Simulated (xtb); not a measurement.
H4Sn, charge +1, doublet, geometry from GFN2-xTB (such geometries of metal compounds can be far from the true shape) (a state made from the parent by changing its charge; the spin is typed, not shown lowest). Base run: GFN2-xTB (xtb).

xtb was given this input:
```
$ xtb mol.xyz --gfn 2 --chrg 1 --uhf 1 --json

# file mol.xyz
5

Sn    -0.00000000     0.00000000     0.00000000
H     -0.83556149     1.27089269    -0.83469882
H     -0.20930557    -1.21031996    -1.22530410
H     -0.18607163    -1.06230516     1.35902114
H      1.23093869     1.00173242     0.70098178
```

Each row names what was changed in the base input (with any setting that the change needs).

```csv
change,ΔE vs base (kJ/mol),SCF cycles
base,0.00,9
acc = 0.0001,0.00,12
etemp = 5000,-29.3,9
etemp = 10000,-119.7,10
alpb = acetone,-237.6,9
```

ALPB and GBSA are two models with their own fitted parameters for each solvent, which aren't always the measured dielectric constant.
